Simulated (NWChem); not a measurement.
# Atomisation of H₄N₂Pb

```
Pb
N 1 2.1409
H 2 1.0155 1 122.21
H 2 1.0161 3 110.25 1 -159.76
N 1 2.1409 2 92.94 3 -165.85
H 5 1.0155 1 122.21 2 -165.85
H 5 1.0161 6 110.25 1 -159.76
```
Charge 0, spin multiplicity 1.

Everything below was run with NWChem. All single points use one geometry, from PBE0/def2-SVP with def2 effective core potentials on Pb, a minimum by its harmonic frequencies. It is one conformer; others weren't searched.

Basis set: def2-TZVP. The atomisation energy is electronic alone: no zero-point, thermal, spin-orbit or counterpoise terms. No value is extrapolated to the basis-set limit. Free atoms are single determinants with multiplicities Pb 3, N 4, H 2. Correlated methods freeze the same cores in atoms and molecule, 6 orbitals in all.

| method | atomisation energy (kcal/mol) | relative cost |
|---|---|---|
| HF | 294.9 | 1 |
| B3LYP | 502.6 | under 3 |
| PBE0 | 494.3 | under 3 |
| PBE | 515.8 | under 3 |
| r2SCAN | 495.3 | under 3 |
| M06-2X | 490.0 | under 3 |
| MP2 | 477.6 | under 3 |
| LC-wPBE (omega 0.3 per bohr) | 500.6 | 10 |

The values span 220.8 kcal/mol, from HF (lowest) to PBE (highest). The cost column gives rough processor time relative to HF; each entry includes its own SCF. Costs are the molecule's.

Effective core potentials replace the inner electrons of Pb; spin-orbit coupling is left out. B3LYP has NWChem's definition, with VWN1-RPA local correlation. GW and range-separated runs recompute their integrals, the others keep them in memory, which bears on the times. The structure started from a generated list of species. The stability of the SCF solutions was not checked. Open-shell Hartree-Fock references start from PBE0 orbitals; any time given for them includes that run.
